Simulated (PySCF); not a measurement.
Computed with B3LYP-D3(BJ)/def2-TZVP // PBE0-D4/def2-SVP (PySCF 2.14.0). Isolated molecules, 0 K electronic values unless said otherwise. One relaxed conformer stands for a flexible species; it need not be the lowest. B3LYP has the VWN-RPA correlation part, as in Gaussian. Excitations are Tamm–Dancoff values on a coarser integration grid. The basis has no diffuse functions, so Rydberg states are missing or too high.

Reference species (SMILES): `[NH2][GeH2][CH]=O` (neutral, multiplicity 1).

```
Property                Value
-------------------  --------
T1 excitation (TDA)   2.60 eV
HOMO                 -6.56 eV
S1–T1 gap (TDA)       0.68 eV
```

Changed species: `[CH](=O)[GeH2][GeH2][NH2]` (n = 2; the reference has n = 1).

Predict the effect on the T1 excitation (TDA), HOMO and S1–T1 gap (TDA).

the T1 excitation (TDA) rises by 0.05 eV, to 2.65 eV; the HOMO drops by 0.15 eV, to -6.71 eV; the S1–T1 gap (TDA) stays essentially unchanged.
